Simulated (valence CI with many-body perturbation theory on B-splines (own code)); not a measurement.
# E1 transitions of Hf LXVI

Calculated by configuration interaction combined with many-body perturbation theory (CI+MBPT): five valence electrons over a frozen Dirac-Fock core [He], radial functions for each j: 11 s, 11 p, 10 d, 8 f, 5 g, 2 h, with the one-electron correlation potential Σ1, the two-electron term Σ2, the three-electron term Σ3, Breit, model QED; selected CI, second order for the rest, scaled by the run's own slope (own B-spline code, finite nucleus).

The last digits are not significant, and no measured levels were compared; by estimate large intervals hold to a few tenths of a per cent, small ones and those within an open d or f shell to about a per cent. Among the levels kept, up to 7400 cm⁻¹ of a level comes from second order outside the variational space, and about a tenth of that is noise between levels of different J, which matters for small intervals.

Lines 1 to 50 of 600 in falling wavelength, among levels below 97301 × 10³ cm⁻¹, chosen from the strongest by gf and those to the six lowest levels. Wavelengths and rates use the calculated energies. Electric multipoles are in the length gauge, E1 and E2 with the static RPA response of the core. Weak lines are less certain than strong ones. Lines between different terms over intervals too small for the method are left out, as are lines whose strength nearly cancels. The highest levels of a list are the least certain.

Levels are named by their leading jj configuration (3d3/2^4 stands for four electrons in 3d with j = 3/2), which in mixed levels can hold well under half, so a name can repeat and another be missing. Letters in brackets count levels of one name in rising energy.

```tsv
λ vac (nm)	Upper	Lower	A (s⁻¹)	S (a.u.)
33.32	(2s^2 2p1/2^2 4f7/2) J=7/2	(2s^2 2p1/2^2 4d5/2) J=5/2	1.35e+09	1.97e-01
19.70	(2s^2 2p1/2^2 4f5/2) J=5/2	(2s^2 2p1/2^2 4d3/2) J=3/2	6.07e+09	1.38e-01
15.69	(2s^2 2p1/2^2 4d5/2) J=5/2	(2s^2 2p1/2^2 4p3/2) J=3/2	2.01e+10	2.30e-01
11.59	(2s 2p1/2 2p3/2^2 3p1/2) J=7/2	(2s 2p1/2 2p3/2^2 3s) J=7/2	5.62e+09	3.46e-02
11.28	(2s^2 2p3/2^2 3p1/2) J=5/2	(2s^2 2p3/2^2 3s) J=3/2	7.16e+09	3.04e-02
11.21	(2s 2p1/2^2 2p3/2 3p1/2) J=3/2 [a]	(2s 2p1/2^2 2p3/2 3s) J=5/2	1.12e+10	3.11e-02
11.12	(2s 2p1/2^2 2p3/2 3p1/2) J=5/2	(2s 2p1/2^2 2p3/2 3s) J=5/2	7.31e+09	2.97e-02
10.52	(2s^2 2p3/2^2 3p1/2) J=3/2	(2s^2 2p3/2^2 3s) J=5/2	1.33e+10	3.06e-02
8.886	(2s^2 2p1/2 2p3/2 3p1/2) J=3/2 [b]	(2s^2 2p1/2 2p3/2 3s) J=5/2	1.81e+10	2.51e-02
8.695	(2s 2p1/2 2p3/2^2 3p1/2) J=5/2 [b]	(2s 2p1/2 2p3/2^2 3s) J=7/2	2.12e+10	4.12e-02
6.936	(2s^2 2p3/2^2 3d5/2) J=5/2 [a]	(2s^2 2p3/2^2 3p3/2) J=3/2 [a]	2.15e+10	2.12e-02
6.815	(2s 2p1/2 2p3/2^2 3d5/2) J=7/2 [a]	(2s 2p1/2 2p3/2^2 3p3/2) J=5/2 [a]	2.91e+10	3.64e-02
6.791	(2s 2p1/2 2p3/2^2 3d5/2) J=5/2 [f]	(2s 2p1/2 2p3/2^2 3p3/2) J=3/2 [f]	3.72e+10	3.45e-02
6.780	(2s 2p1/2^2 2p3/2 3d5/2) J=5/2 [a]	(2s 2p1/2^2 2p3/2 3p3/2) J=5/2 [a]	2.11e+10	1.95e-02
6.753	(2s 2p1/2 2p3/2^2 3d5/2) J=7/2 [b]	(2s 2p1/2 2p3/2^2 3p3/2) J=5/2 [b]	2.84e+10	3.45e-02
6.684	(2s 2p1/2^2 2p3/2 3d5/2) J=9/2	(2s 2p1/2^2 2p3/2 3p3/2) J=7/2	6.33e+10	9.34e-02
6.669	(2s 2p1/2 2p3/2^2 3d5/2) J=7/2 [e]	(2s 2p1/2 2p3/2^2 3p3/2) J=5/2 [e]	5.13e+10	6.00e-02
6.627	(2s 2p1/2 2p3/2^2 3d5/2) J=11/2	(2s 2p1/2 2p3/2^2 3p3/2) J=9/2	6.45e+10	1.11e-01
6.616	(2s 2p1/2^2 2p3/2 3d5/2) J=3/2 [b]	(2s 2p1/2^2 2p3/2 3p3/2) J=1/2 [b]	4.44e+10	2.54e-02
6.616	(2s 2p1/2 2p3/2^2 3d5/2) J=9/2 [a]	(2s 2p1/2 2p3/2^2 3p3/2) J=7/2 [a]	6.14e+10	8.77e-02
6.568	(2s^2 2p1/2 2p3/2 3d5/2) J=7/2 [a]	(2s^2 2p1/2 2p3/2 3p3/2) J=5/2 [a]	5.43e+10	6.08e-02
6.562	(2s^2 2p3/2^2 3d5/2) J=7/2	(2s^2 2p3/2^2 3p3/2) J=5/2	4.22e+10	4.71e-02
6.560	(2s 2p1/2 2p3/2^2 3d5/2) J=9/2 [b]	(2s 2p1/2 2p3/2^2 3p3/2) J=7/2 [b]	5.02e+10	7.00e-02
6.556	(2s 2p1/2 2p3/2^2 3d5/2) J=7/2 [c]	(2s 2p1/2 2p3/2^2 3p3/2) J=5/2 [c]	5.57e+10	6.20e-02
6.541	(2s 2p1/2^2 2p3/2 3d5/2) J=7/2 [a]	(2s 2p1/2^2 2p3/2 3p3/2) J=5/2 [a]	5.45e+10	6.02e-02
6.540	(2s^2 2p1/2^2 4d3/2) J=3/2	(2s^2 2p1/2^2 4p1/2) J=1/2	2.25e+11	1.24e-01
6.534	(2s^2 2p1/2 2p3/2 3d5/2) J=5/2 [b]	(2s^2 2p1/2 2p3/2 3p3/2) J=3/2 [b]	3.28e+10	2.71e-02
6.530	(2s 2p1/2 2p3/2^2 3d5/2) J=5/2 [d]	(2s 2p1/2 2p3/2^2 3p3/2) J=3/2 [d]	4.57e+10	3.77e-02
6.525	(2s^2 2p3/2^2 3d5/2) J=9/2	(2s^2 2p3/2^2 3p3/2) J=7/2	5.55e+10	7.61e-02
6.513	(2s 2p1/2^2 2p3/2 3d5/2) J=5/2 [b]	(2s 2p1/2^2 2p3/2 3p3/2) J=3/2 [b]	5.58e+10	4.56e-02
6.510	(2s^2 2p1/2 2p3/2 3d5/2) J=7/2 [b]	(2s^2 2p1/2 2p3/2 3p3/2) J=5/2 [b]	5.05e+10	5.50e-02
6.500	(2s^2 2p3/2^2 3d5/2) J=5/2 [b]	(2s^2 2p3/2^2 3p3/2) J=3/2 [b]	5.42e+10	4.41e-02
6.498	(2s 2p1/2 2p3/2^2 3d5/2) J=9/2 [b]	(2s 2p1/2 2p3/2^2 3p3/2) J=9/2	1.42e+10	1.92e-02
6.485	(2s 2p1/2 2p3/2^2 3d5/2) J=3/2 [d]	(2s 2p1/2 2p3/2^2 3p3/2) J=1/2 [c]	4.03e+10	2.17e-02
6.479	(2s 2p1/2 2p3/2^2 3d5/2) J=7/2 [d]	(2s 2p1/2 2p3/2^2 3p3/2) J=5/2 [d]	5.32e+10	5.71e-02
6.452	(2s 2p1/2^2 2p3/2 3d5/2) J=7/2 [b]	(2s 2p1/2^2 2p3/2 3p3/2) J=5/2 [b]	6.77e+10	7.17e-02
6.417	(2s^2 2p1/2 2p3/2 3d5/2) J=9/2	(2s^2 2p1/2 2p3/2 3p3/2) J=7/2	6.63e+10	8.65e-02
6.402	(2s 2p1/2 2p3/2^2 3d5/2) J=5/2 [c]	(2s 2p1/2 2p3/2^2 3p3/2) J=3/2 [c]	6.45e+10	5.01e-02
6.389	(2s^2 2p1/2^2 3d5/2) J=5/2	(2s^2 2p1/2^2 3p3/2) J=3/2	6.79e+10	5.25e-02
6.380	(2s 2p1/2 2p3/2^2 3d5/2) J=9/2 [c]	(2s 2p1/2 2p3/2^2 3p3/2) J=7/2 [c]	6.93e+10	8.88e-02
6.354	(2s 2p1/2 2p3/2^2 3d5/2) J=5/2 [b]	(2s 2p1/2 2p3/2^2 3p3/2) J=5/2 [b]	3.09e+10	2.35e-02
6.315	(2s 2p1/2 2p3/2^2 3d5/2) J=5/2 [e]	(2s 2p1/2 2p3/2^2 3p3/2) J=3/2 [e]	5.02e+10	3.74e-02
6.309	(2s^2 2p1/2^2 4p3/2) J=3/2	(2s^2 2p1/2^2 4s) J=1/2	2.97e+11	1.47e-01
6.183	(2s 2p1/2^2 2p3/2 3d5/2) J=5/2 [a]	(2s 2p1/2^2 2p3/2 3p3/2) J=3/2 [a]	4.55e+10	3.18e-02
6.172	(2s^2 2p1/2 2p3/2 3d5/2) J=5/2 [a]	(2s^2 2p1/2 2p3/2 3p3/2) J=3/2 [a]	5.03e+10	3.50e-02
6.118	(2s^2 2p1/2 2p3/2 3d5/2) J=3/2 [a]	(2s^2 2p1/2 2p3/2 3p3/2) J=1/2 [a]	4.16e+10	1.88e-02
5.795	(2s 2p1/2 2p3/2^2 3d5/2) J=3/2 [c]	(2s 2p1/2 2p3/2^2 3p3/2) J=1/2 [b]	4.61e+10	1.77e-02
5.654	(2s 2p1/2^2 2p3/2 3d5/2) J=3/2 [a]	(2s 2p1/2^2 2p3/2 3p3/2) J=3/2 [a]	4.40e+10	1.57e-02
5.576	(2s 2p1/2 2p3/2^2 3d5/2) J=7/2 [b]	(2s 2p1/2 2p3/2^2 3p3/2) J=7/2 [b]	3.67e+10	2.51e-02
4.587	(2s 2p1/2 2p3/2^2 3p3/2) J=9/2	(2s^2 2p3/2^2 3p3/2) J=7/2	4.84e+10	2.31e-02
```
